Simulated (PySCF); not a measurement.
Predicted microwave data (PBE0-D3(BJ)/def2-SVP geometry optimisation, gas phase (PySCF 2.14.0)) for one isomer of C4H7FSi:

* Rotational constants: A = 9192, B = 1114, C = 1049 MHz
* Dipole components: |μa| = 0.44 D, |μb| = 1.34 D, |μc| = 0.16 D
* Inertial defect: -26.53 u·Å²
* κ: -0.98

Problem. Which structure is it? (One computed conformer of each.)
A. `F/C=C1\CC[SiH2]1`
B. `[F:1]/[CH:2]=[CH:3]/[C@@H:4]1[CH2:5][SiH2:6]1` with C2–C3–C4–C5 -142°
C. `[CH:1]#[C:2][CH2:3][CH2:4][SiH2:5][F:6]` with C2–C3–C4–Si5 -179°, C3–C4–Si5–F6 59°
D. `FC1=CC[SiH2]C1`

Solution. C. It is C#CCC[SiH2]F, a near-prolate asymmetric top, point group C1. The candidates at the same level (rigid rotor, commonest isotopes):

```
               SMILES  A (MHz)  B (MHz)  C (MHz)  μa (D)  μb (D)  μc (D)  Δ (u·Å²)  point group                        rotor
     F/C=C1\CC[SiH2]1     6108     1797     1437    0.89    0.22    0.00    -12.24           Cs               asymmetric top
       FC1=CC[SiH2]C1     5542     2253     1666    1.21    0.08    0.00    -12.22           Cs               asymmetric top
         C#CCC[SiH2]F     9192     1114     1049    0.44    1.34    0.16    -26.53           C1  near-prolate asymmetric top
F/C=C/[C@@H]1C[SiH2]1     9038     1173     1119    1.67    0.29    0.68    -35.08           C1  near-prolate asymmetric top
```

`F/C=C/[C@@H]1C[SiH2]1` has C 7 % too high; `FC1=CC[SiH2]C1` has B 102 % too high; `F/C=C1\CC[SiH2]1` has B 61 % too high. No structure here is proved a minimum.
